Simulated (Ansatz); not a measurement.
Reaction (formal exchange of groups at the Si–Al bond): `[OH][AlH][SiH3]` + `CB(C)S` → `CB(S)C[SiH3]` + `[OH][AlH2]`

Isolated molecules relaxed with PBE0-D4/def2-TZVP in Ansatz; ΔE leaves out vibrations. CBS: MP2 limit from def2 TZ/QZ plus the TZ coupled-cluster correction, frozen cores. This one scheme is used for every species. Functionals use def2-TZVPP. B3LYP here is the variant with VWN-RPA as its local correlation; programs differ in this. Each species was taken in one conformer, which may not be the lowest.

`[OH][AlH][SiH3]`:

Z-matrix (Å, degrees):
```
Si
Al 1 2.447
H 1 1.492 2 110.4
H 1 1.488 2 112.9 3 -120.8
H 1 1.492 2 110.7 3 118.0
O 2 1.698 1 116.2 3 114.7
H 2 1.590 1 124.9 3 -65.0
H 6 0.956 2 123.1 1 -179.6
```

`CB(C)S`:

Cartesian coordinates in Å:
```
C -1.306 0.073 0.272
B 0.170 -0.276 -0.119
C 1.313 0.794 -0.026
S 0.653 -1.915 -0.673
H -1.587 1.070 -0.081
H -1.368 0.118 1.367
H -2.057 -0.643 -0.067
H 2.323 0.409 -0.177
H 1.134 1.568 -0.783
H 1.279 1.311 0.939
H -0.552 -2.510 -0.651
```

`CB(S)C[SiH3]`:

```xyz
14

C    -0.699   -0.943   -1.411
B     0.422   -0.089   -0.726
S     1.335    1.183   -1.616
C     0.798   -0.292    0.773
Si   -0.299    0.774    1.871
H    -1.107   -0.515   -2.329
H    -1.525   -1.151   -0.724
H    -0.269   -1.919   -1.672
H     0.695    1.104   -2.794
H     0.627   -1.327    1.088
H     1.831   -0.019    1.013
H    -0.050    0.463    3.305
H    -0.024    2.216    1.641
H    -1.735    0.514    1.582
```

`[OH][AlH2]`:

Cartesian coordinates in Å:
```
O -0.943 -0.699 0.320
Al 0.303 0.411 0.021
H -1.037 -1.524 -0.152
H 1.385 0.095 -1.093
H 0.291 1.717 0.904
```

Task: Is it downhill or uphill in electronic energy at CCSD(T)/CBS, and by how much? (Best estimate.)

Result: Computed: Downhill: ΔE = -3.0 kJ/mol.

Task: What do these levels give: PBE-D4, PBE0-D4, B3LYP-D4, ωB97X-V, PBE0, HF/def2-TZVPP, MP2/def2-TZVPP, SCS-MP2/def2-TZVPP, CCSD/def2-TZVPP, MP2/def2-QZVPP, SCS-MP2/def2-QZVPP, MP2/CBS(def2)? (Best estimate.)

Result: The calculation gave: PBE-D4 9.7, PBE0-D4 6.1, B3LYP-D4 -1.2, ωB97X-V -1.3, PBE0 10.9, HF/def2-TZVPP -0.7, MP2/def2-TZVPP -12.7, SCS-MP2/def2-TZVPP -10.4, CCSD/def2-TZVPP -1.5, MP2/def2-QZVPP -13.3, SCS-MP2/def2-QZVPP -10.8, MP2/CBS(def2) -13.2 kJ/mol.

Largest T1 diagnostic among the species: 0.014.

The D4 term adds −8.6 kJ/mol with B3LYP and −4.8 kJ/mol with PBE0; it sums over pairs of atoms, weighted by their polarisabilities, and B3LYP, whose exchange is more repulsive, gets the larger term. From PBE to PBE0 (25 % exact exchange), in def2-TZVPP and without D4, ΔE moves by −4.2 kJ/mol.
